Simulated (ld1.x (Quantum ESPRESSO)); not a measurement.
**palladium: one change to an RRKJ potential, before and after**

- Element: palladium
- Generator: ld1.x (Quantum ESPRESSO) 7.5
- Type: norm-conserving RRKJ (Kleinman–Bylander form)
- Functional: PW91
- Relativity: scalar-relativistic
- Frozen core: [Ar] 3d10
- Valence charge: 18
- Reference configuration: 4s2 4p6 4d8 5s0 5p0 (charge +2)
- Partial waves: 4s (bound): rc 1.45 bohr; 4p (bound): rc 1.35 bohr; 4d (bound): rc 1.95 bohr; 4f channel at -0.05 Ry: rc 1.55 bohr
- Local potential: all-electron potential smoothed inside 1.50 bohr (lloc = -1)
- Core correction: none

All-electron outer shells of the reference configuration (PW91, scalar-relativistic, ld1.x):

| shell | level (eV) | outermost node (bohr) | outermost maximum (bohr) |
| --- | --- | --- | --- |
| 3d | -351.24 | – | 0.28 |
| 4s | -110.57 | 0.45 | 0.85 |
| 4p | -76.18 | 0.46 | 0.91 |
| 4d | -27.40 | 0.45 | 1.07 |
| 5s | -20.36 | 1.13 | 2.27 |
| 5p | -14.23 | 1.26 | 2.74 |

Change: local potential the d channel.

Cutoffs: the cutoffs (Ry, on a coarse ladder) from which the occupation-weighted sum of valence levels, in a spherical-Bessel basis at the reference potential, stays within 10 and 1 mRy of its value at 400 Ry; they do not see the model core or the augmentation charge, which bear on the density cutoff. Errors are all-electron minus pseudo energies relative to the spin-unpolarised reference configuration.

Predict the effect on cutoff, ghosts and configuration errors.

The potential gets neither clearly harder nor softer (80 Ry and 120 Ry → 80 Ry and 120 Ry); of the 7 tests that both files solve, the error grows in 3 and shrinks in 3 by more than 15 % and 0.3 meV (median size 9.5 → 25.4 meV); the range in which the p phases agree widens (upper end -1.1 → at the end of the scan); neither file shows a bound ghost.

```csv
quantity,base,changed
"cutoff, loose",80 Ry,80 Ry
"cutoff, tight",120 Ry,120 Ry
loose cutoff by channel (10 mRy a level),"s 45 Ry, p 60 Ry, d 40 Ry","s 45 Ry, p 60 Ry, d 45 Ry"
bound ghosts,none,none
"error for 4s2 4p6 4d10 5s0 5p0, meV [ΔE -30.08 eV]",-9.5,-25
"error for 4s2 4p6 4d9 5s0 5p0, meV [ΔE -20.89 eV]",+0.2,-6.3
"error for 4s2 4p6 4d7 5s0 5p0, meV [ΔE 34.44 eV]",+7.1,-7.0
"error for 4s2 4p5 4d10 5s0 5p0, meV [ΔE 27.16 eV]",-100,-66
"error for 4s2 4p6 4d9.5 5s0 5p0, meV [ΔE -26.81 eV]",-3.5,-15
"error for 4s1 4p6 4d10 5s0 5p0, meV [ΔE 61.57 eV]",-239,-158
"error for 4s2 4p6 4d9 5s0 5p1, meV [ΔE -24.80 eV]",-71,-34
s: phases at 2.15 bohr within 0.05 rad from the reference energy up to (Ry; the scan ends near 5),-1.6,-2.1
p: phases at 2.15 bohr within 0.05 rad from the reference energy up to (Ry; the scan ends near 5),-1.1,to the end of the scan
d: phases at 2.15 bohr within 0.05 rad from the reference energy up to (Ry; the scan ends near 5),1.4,1.4
f: phases at 2.15 bohr within 0.05 rad from the reference energy up to (Ry; the scan ends near 5),4.5,3.8
```
